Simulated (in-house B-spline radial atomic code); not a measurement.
# Ionising Ni V (Ni4+) with different functionals

Computed with a B-spline radial code for spherical atoms: scalar-relativistic (spin-free X2C) Hamiltonian, Fermi nucleus of rms radius 3.7757 fm, spin-polarised at highest spin, spherical fractional occupations for the functionals, and exact exchange of hybrids averaged over the configuration. The ionisation energy is the difference of two self-consistent energies, [Ar] 3d6 → [Ar] 3d5, without Breit or QED terms; ε is the level of the shell that loses the electron (its least bound occupied spin orbital).

| method | rung | ΔSCF (eV) | -ε(3d) (eV) |
| --- | --- | --- | --- |
| PBE0 | global hybrid | 76.21 | 68.57 |
| B3LYP | global hybrid | 76.53 | 68.17 |
| TPSSh | global hybrid | 76.07 | 66.42 |
| BHandHLYP | global hybrid | 75.97 | 71.70 |
| r2SCAN0 | global hybrid | 75.33 | 67.90 |
| B97-1 | global hybrid | 76.32 | 68.11 |
| HSE06 | range-separated hybrid | 76.22 | 68.15 |
| wB97X | range-separated hybrid | 76.09 | 70.86 |
| CAM-B3LYP | range-separated hybrid | 76.49 | 70.19 |
| LC-wPBE | range-separated hybrid | 76.57 | 71.09 |

**Question.** Among the functionals, which spreads more, the ΔSCF values or the orbital energies?

**Answer.** The orbital energies: ΔSCF values span about 1.24 eV and the orbital energies 5.28 eV; here energy differences depend much less on the functional than eigenvalues do.

**Question.** How do they compare with the NIST value?

**Answer.** NIST lists 76.06 eV ± 0.06 (semi-empirical, ground level to ground level). Errors run from -0.73 to +0.51 eV; TPSSh is closest (+0.01 eV), though others lie within the uncertainty of it, and part of that can be cancellation, since the calculations leave out spin-orbit coupling, Breit-QED terms, multiplet and fine-structure energies.
